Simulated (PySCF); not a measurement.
Start geometry of `C=CCN1BNBNB1` from GFN2-xTB (Å):
```
atom  x, y, z in Å
C1     2.3031    0.5656   -0.8643
C2     2.3518    0.2528    0.4029
C3     1.1772   -0.1672    1.2563
N4    -0.0424   -0.1729    0.5654
B5    -0.4814   -1.3471   -0.1484
N6    -1.6959   -1.2900   -0.8696
B7    -2.5091   -0.1496   -0.9286
N8    -2.0566    0.9902   -0.2117
B9    -0.8712    1.0087    0.5612
H10    3.1496    0.8833   -1.4214
H11    1.3344    0.5794   -1.3868
H12    3.3131    0.2696    0.9318
H13    1.1165    0.5284    2.1119
H14    1.3974   -1.1639    1.6628
H15    0.1688   -2.3295   -0.1124
H16   -1.9791   -2.1096   -1.3574
H17   -3.5163   -0.1261   -1.5476
H18   -2.6454    1.8265   -0.2162
H19   -0.5451    1.9583    1.1349
```

Task: What comes out of this run: PBE0-D3(BJ)/def2-SVP geometry optimisation, gas phase in PySCF 2.14.0?

Result: 
```
atom  x, y, z in Å
C1     2.4433    0.6362   -0.6237
C2     2.4636    0.3038    0.6668
C3     1.2849   -0.1378    1.4829
N4     0.0248   -0.1516    0.7680
B5    -0.4007   -1.3413    0.0956
N6    -1.6136   -1.3059   -0.6535
B7    -2.4185   -0.1351   -0.7649
N8    -1.9581    1.0277   -0.0807
B9    -0.7550    1.0466    0.6841
H10    3.3533    0.9448   -1.1436
H11    1.5168    0.6134   -1.2041
H12    3.4123    0.3412    1.2167
H13    1.2048    0.5178    2.3679
H14    1.4944   -1.1472    1.8786
H15    0.2563   -2.3545    0.1720
H16   -1.9126   -2.1505   -1.1223
H17   -3.4433   -0.1289   -1.4066
H18   -2.5081    1.8749   -0.1318
H19   -0.3983    2.0482    1.2608
```

The energy falls by 0.188 eV over 8 energy and gradient evaluations, the largest force component goes from 0.0394 to 3.0e-04 Eh/bohr, and the atoms move by 0.059 Å rms after alignment. The bond that changes most is B9–H19 (three-coordinate boron to B–H hydrogen), which lengthens by 0.053 Å. Bonds longer at the end by more than 0.005 Å: 12 of 19; shorter: 5. Among the angles that change most is C2–C1–H10, from 123.4° to 121.2°. Rotational constants go from 3258, 1132, 1049 to 3222, 1108, 1027 MHz. The orientation of the end geometry is arbitrary; only internal coordinates are fixed.

The run used 176 basis functions and 53 SCF cycles in all. Hardware: Intel Xeon at 2.50 GHz, one thread, no GPU, shared host with 64 logical CPUs at a one-minute load of 63. Cost: 4.2 min wall, 0.85 GiB resident at most.

No frequency check. One conformer, not necessarily the lowest.
